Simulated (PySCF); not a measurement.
Order these species by their calculated properties.

Species are written as SMILES; each is one conformer at its optimised geometry, gas phase, non-relativistic unless stated. Electronic properties by PySCF.

Dipoles, sizes and rotational constants follow the conformer. The torsions of the flexible species, by atom-mapped SMILES:
- `[CH3:1][NH:2][Si@@:3]([SiH3:4])([PH2:5])[N:6]([CH3:7])[CH3:8]`: C1–N2–Si3–Si4 -63°, N2–Si3–N6–C7 -155°, H–P5–Si3–N2 -154°, H–P5–Si3–N2 -62°
- `[PH2:1][P:2]1[CH:3]=[C:4]1[c:5]1[cH:6][cH:7][cH:8][cH:9][cH:10]1`: C3–C4–C5–C6 -173°, H–P1–P2–C3 164°, H–P1–P2–C3 -104°
- `[O:1]=[C:2]([CH2:3][O:4][SiH3:5])[SiH2:6][CH2:7][Cl:8]`: O1–C2–C3–O4 180°, C2–C3–O4–Si5 -179°, O1–C2–Si6–C7 1°, C2–Si6–C7–Cl8 178°
- `[SiH3:1][c:2]1[cH:3][cH:4][p:5]([CH:6]2[CH2:7][CH2:8]2)[cH:9]1`: C4–P5–C6–C7 170°
- `[CH3:1][S:2]/[CH:3]=[C:4](/[SiH2:5][F:6])[S:7][CH3:8]`: C1–S2–C3–C4 177°, C3–C4–Si5–F6 -5°, C3–C4–S7–C8 83°
- `[F:1][CH:2]([F:3])[O:4][CH2:5][CH:6][O:7][SiH3:8]`: F1–C2–O4–C5 -88°, C2–O4–C5–C6 58°, O4–C5–C6–O7 -91°, C5–C6–O7–Si8 161°
- `[CH2:1]=[C:2]1[C:3]([CH:4]([Cl:5])[Cl:6])=[C:7]1[C:8]([Cl:9])([Cl:10])[Cl:11]`: C2–C3–C4–Cl5 91°, C3–C7–C8–Cl9 4°

The conformers of `CC[C@@H]1CS[Si@@H](F)S1` aren't listed.

Problem. Rank by HOMO energy, highest first (PBE0/pcSseg-1 at GFN2-xTB geometries).
A. `[SiH3]c1ccp(C2CC2)c1`
B. `CS/C=C(/[SiH2]F)SC`
C. `CN([Si@@](P)([SiH3])NC)C`
D. `CC[C@H]1S[Si@H](F)SC1`
E. `PP1C=C1c1ccccc1`
F. `C(C([SiH2]CCl)=O)O[SiH3]`

Solution. E (-6.15 eV), C (-6.31 eV), B (-6.55 eV), A (-6.76 eV), F (-7.05 eV), D (-7.27 eV).

Problem. Rank by smallest rotational constant, highest first (GFN2-xTB).
A. `FC(F)OC[CH]O[SiH3]` [radical]
B. `C#CC1C(=O)C=CC1=O`
C. `ClC(Cl)(Cl)C1C(=C)C=1C(Cl)Cl`
D. `c1c(c(Cl)c([O-])s1)C`
E. `O=C(CO[SiH3])[SiH2]CCl`

Solution. B (1.174 GHz), D (0.836 GHz), A (0.774 GHz), E (0.407 GHz), C (0.342 GHz).

Problem. By how much do the two ends of that ranking differ?

Solution. By 0.832 GHz, between `C#CC1C(=O)C=CC1=O` and `C=C1C(C(Cl)Cl)=C1C(Cl)(Cl)Cl`.

Problem. Rank by dipole moment, lowest first (PBE0/pcSseg-1 at GFN2-xTB geometries).
A. `C1(=C)C(C(Cl)(Cl)Cl)=C1C(Cl)Cl`
B. `[SiH3]c1ccp(C2CC2)c1`
C. `O=C(CO[SiH3])[SiH2]CCl`
D. `PP1C=C1C1=CC=CC=C1`

Solution. B (1.30 D), A (1.58 D), D (1.74 D), C (4.01 D).

Problem. By how much do the two ends of that ranking differ?

Solution. By 2.71 D, between `O=C(CO[SiH3])[SiH2]CCl` and `[SiH3]c1ccp(C2CC2)c1`.

Problem. Rank by HOMO–LUMO gap, lowest first (PBE0/pcSseg-1 at GFN2-xTB geometries).
A. `CS/C=C(/[SiH2]F)SC`
B. `CN[Si@@]([SiH3])(P)N(C)C`
C. `C#CC1=PC(C)=C(C)C=P1`
D. `C=C1C(C(Cl)Cl)=C1C(Cl)(Cl)Cl`
E. `[SiH3]c1cp(cc1)C1CC1`

Solution. D (4.51 eV), C (4.71 eV), E (5.36 eV), A (5.70 eV), B (6.40 eV).

Problem. By how much do the two ends of that ranking differ?

Solution. By 1.89 eV, between `CN[Si@@]([SiH3])(P)N(C)C` and `C=C1C(C(Cl)Cl)=C1C(Cl)(Cl)Cl`.
